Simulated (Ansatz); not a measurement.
**Worked example: SiH2(CH3)Br + CHBrI → SiH2(CH3) + CHBr2I**

Species: SiH2(CH3)Br, singlet; CHBrI `Br[CH]I`, doublet; SiH2(CH3), doublet; CHBr2I `BrC(Br)I`, singlet. A radical takes Br: the energy is the difference in strength between the Si–Br bond broken and the C–Br bond made.

Shapes, held fixed at every level: PBE0-D4/def2-TZVP. Programs: Ansatz 0.2.0. The zero-point and thermal change to 298 K, harmonic and unscaled (PBE0-D4/def2-TZVP), is +0.4 kJ/mol.

At CCSD(T)/def2-TZVPP; 1 Eh = 2625.50 kJ/mol:

| species | energy (Eh) |
| --- | --- |
| SiH2(CH3)Br | -2902.854605 |
| CHBrI | -2908.412620 |
| SiH2(CH3) | -330.037057 |
| CHBr2I | -5481.173576 |

Problem. Work out ΔH(298 K) of the reaction at this level.

Solution. 
1. Products less reactants: (-330.037057) + (-5481.173576) − [(-2902.854605) + (-2908.412620)] = 0.056592 Eh = +148.6 kJ/mol.
2. With the thermal change: +148.6 + (+0.4) = +149.0 kJ/mol.

Other levels give +138.5 (SPW92/def2-TZVPP) to +159.5 kJ/mol (r2SCAN-D4/def2-TZVPP). No measured value is set beside it here. Open shells run unrestricted. For atoms past krypton def2 sets carry core potentials with scalar relativity. Relativity is left out for Br. Outer-core shells of Br, I are correlated in most correlated rows, in sets that cover them unevenly.
